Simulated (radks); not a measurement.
The numbers below are computed, except where a source is named.
How relativity changes the ionisation of the potassium ion K+ ([Ar]) to K2+ ([Ne] 3s2 3p5). Spin-unpolarised spherical Kohn-Sham, PBE, point nucleus unless stated (finite: rms radius 3.4349 fm), a radial shooting solver on a logarithmic mesh with Libxc functionals. A level marked "c x" has the speed of light scaled by that factor and shares open shells by 2j + 1; other Dirac levels either fill j = l - 1/2 first or share by 2j + 1.

level                               E(K+) (hartree)  E(K2+) (hartree)  IE (eV)   HOMO  <r> HOMO (bohr)
non-rel.                                 -599.54697        -598.37307   31.943     3p            1.427
scalar-rel.                              -601.92825        -600.75475   31.933     3p            1.426
scalar-rel., finite nucleus              -601.92737        -600.75387   31.933     3p            1.426
Dirac, 2j+1 shares                       -601.93144        -600.75791   31.933  3p3/2            1.429
Dirac, low j first                       -601.93144        -600.76155   31.834  3p3/2            1.429
Dirac, 2j+1 shares, finite nucleus       -601.93056        -600.75703   31.933  3p3/2            1.429
Dirac, c x 3                             -599.80969        -598.63584   31.942  3p3/2            1.428
Dirac, c x 10                            -599.57059        -598.39670   31.943  3p3/2            1.428
Dirac, c x 100                           -599.54720        -598.37331   31.943  3p3/2            1.427

NIST Atomic Spectra Database: 31.625 eV (measured). The relativistic part of the total energy of K+ is -2.384 hartree (Dirac, 2j+1 shares, finite nucleus), 0.4 % of the non-relativistic value. Spin polarisation and multiplet splitting of open shells are left out at every level.

Beside tabulated values, note that spin-unpolarised runs miss the spin-polarisation part of the exchange energy of open shells.
